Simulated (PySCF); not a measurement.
**Excitation energy of Sc+ by level of theory**

Sc+ [Ar] 3d1 4s1 (3D) → Sc+ [Ar] 4s2 (1S), as a difference of total energies. All numbers are calculated (PySCF 2.14, the non-relativistic Hamiltonian (point nucleus), in def2-QZVPPD (11s6p5d3f2g, 93 functions)). Correlated levels: valence and next inner shell: [Ne] frozen. The calculations carry no spin-orbit coupling.

```
                                method  excitation energy (eV)  difference from reference (eV)
                                   UHF                   2.240                          +0.798
    MP2 (valence and next inner shell)                   1.551                          +0.109
SCS-MP2 (valence and next inner shell)                   1.436                          -0.006
   CCSD (valence and next inner shell)                   1.529                          +0.087
CCSD(T) (valence and next inner shell)                   1.429                          -0.013
```

Reference: 1.442 eV (measured; NIST levels, between the centres of gravity of the two terms).

These non-relativistic numbers lack the scalar-relativistic shift.

Errors of the correlated levels include the incompleteness of this basis and the frozen core.
